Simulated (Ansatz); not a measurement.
Job for Ansatz (an electronic-structure program): R-PBE/def2-TZVPP on BH2I (SMILES BI), atoms moved off the minimum. Elements past Kr take the def2 small-core potentials; no spin–orbit coupling.

Ansatz 0.2 input:
```yaml
crystal:
  periodic: [false, false, false]
  atoms:
    - {symbol: B, position_ang: [-1.00695518, -1.55140249, 0.27192186]}
    - {symbol: H, position_ang: [-0.61181786, -2.30641629, 1.04560498]}
    - {symbol: H, position_ang: [-1.97911343, -1.64354825, -0.39891077]}
    - {symbol: I, position_ang: [0.11954340, 0.19123515, -0.01373859]}
basis:
  gaussian:
    orbitals: def2-TZVPP
hamiltonian:
  xc: {name: PBE}
scf: {lower_state_search: off}
output: {forces: true}
```

The log:

```
WARN ansatz: RAYON_NUM_THREADS=1 ignored (pool sized by the plan → 1); use --threads N
Functional definition: PBE
these checks for a lower state are left out or cut short: stability, starts, cluster_reference, orbital_swaps, neighbouring_geometries, increment
integrals: 0.02 GiB planned
654 factors; their error is unknown
mean field: 0.24 GiB planned
mean field evaluation 1: about -8801.8958 eV, gradient 4.5e1 eV
mean field evaluation 2: about -8791.3400 eV, gradient 7.4e1 eV
mean field evaluation 4: about -8808.3345 eV, gradient 5.3e0 eV
mean field evaluation 8: about -8808.4105 eV, gradient 2.5e-2 eV
mean field evaluation 16: about -8808.3985 eV, gradient 3.5e-4 eV
mean field -8808.39846846 eV, -323.7026731690 hartree, gradient 6.4e-6 eV, S^2 0.000000; 0 other end points of the search recorded, 0 dependent functions left out
the calculation of the forces begins
reference -8808.39850139 eV, -323.7026743792 hartree; 16, 16 occupied and 93, 93 virtual orbitals, 654 factors
Total energy: -8808.39850139 eV, -323.7026743792 hartree
Atom 0 at    -1.006955    -1.551402     0.271922 Å, force    -0.270937     0.664724    -0.665057 eV/Å
Atom 1 at    -0.611818    -2.306416     1.045605 Å, force     0.290216    -0.771439     0.723755 eV/Å
Atom 2 at    -1.979113    -1.643548    -0.398911 Å, force    -0.198296    -0.140913    -0.041246 eV/Å
Atom 3 at     0.119543     0.191235    -0.013739 Å, force     0.179017     0.247627    -0.017452 eV/Å
Dipole moment:    -0.021541    -0.039006     0.009967 e Å
Checks for a lower state left out: stability, starts, cluster_reference, orbital_swaps, neighbouring_geometries, increment
```

The calculation finished and met its thresholds.

Cost: about 1.1 core-seconds (a rough figure).
